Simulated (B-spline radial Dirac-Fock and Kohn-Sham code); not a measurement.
Binding energies of Tc⁺ at several levels of theory

System: technetium as Tc⁺, 1s2 2s2 2p6 3s2 3p6 3d10 4s2 4p6 4d5 5s1.

The density-functional columns are spherical, spin-unpolarised Dirac-Kohn-Sham results without Breit or QED terms: −ε is minus the orbital energy of the initial state and ΔSCF the difference of two total energies. The reference in the last column comes from relaxed Dirac-Fock hole states (ΔSCF) with Breit and QED corrections and a finite nucleus. All numbers are from an atomic code on a B-spline grid, in eV; a selection of levels is shown. The Kohn-Sham columns are given as differences from the reference. For the 1s level of heavy atoms much of the gap between ΔSCF and the reference is the Breit and QED part, -58.7 eV here; for other levels the error of the functional can be larger.

| level | LDA −ε − DF | LDA ΔSCF − DF | PBE −ε − DF | PBE ΔSCF − DF | Dirac-Fock |
| --- | --- | --- | --- | --- | --- |
| 1s | -227.5 | +52.0 | -199.3 | +81.0 | 21064.4 |
| 2s | -89.9 | -42.2 | -86.6 | -39.2 | 3069.3 |
| 2p1/2 | -65.4 | -6.3 | -64.3 | -5.3 | 2815.3 |
| 2p3/2 | -66.9 | -10.5 | -66.1 | -9.7 | 2698.9 |
| 3s | -43.4 | -27.0 | -42.3 | -26.0 | 568.2 |
| 3p1/2 | -33.6 | -16.9 | -33.3 | -16.6 | 470.0 |
| 3p3/2 | -33.3 | -17.1 | -33.0 | -16.8 | 450.0 |
| 3d3/2 | -17.2 | +0.1 | -17.6 | -0.3 | 277.1 |
| 3d5/2 | -17.4 | -0.2 | -17.8 | -0.6 | 273.5 |
| 4p1/2 | -8.1 | -1.1 | -8.2 | -1.2 | 63.15 |
| 4p3/2 | -8.1 | -1.2 | -8.3 | -1.3 | 60.22 |
| 4d | -3.8 | +1.8 | -4.1 | +1.6 | 18.15 |
| 5s | -1.8 | +1.7 | -2.1 | +1.3 | 13.51 |

For the outermost level NIST gives 15.26 eV (semi-empirical); the differences from it are LDA −ε -3.54, LDA ΔSCF -0.07, PBE −ε -3.87, PBE ΔSCF -0.41, Dirac-Fock -1.75 eV.

Values without a named source are computed, but for edge energies of neutral atoms, which are taken from tables.
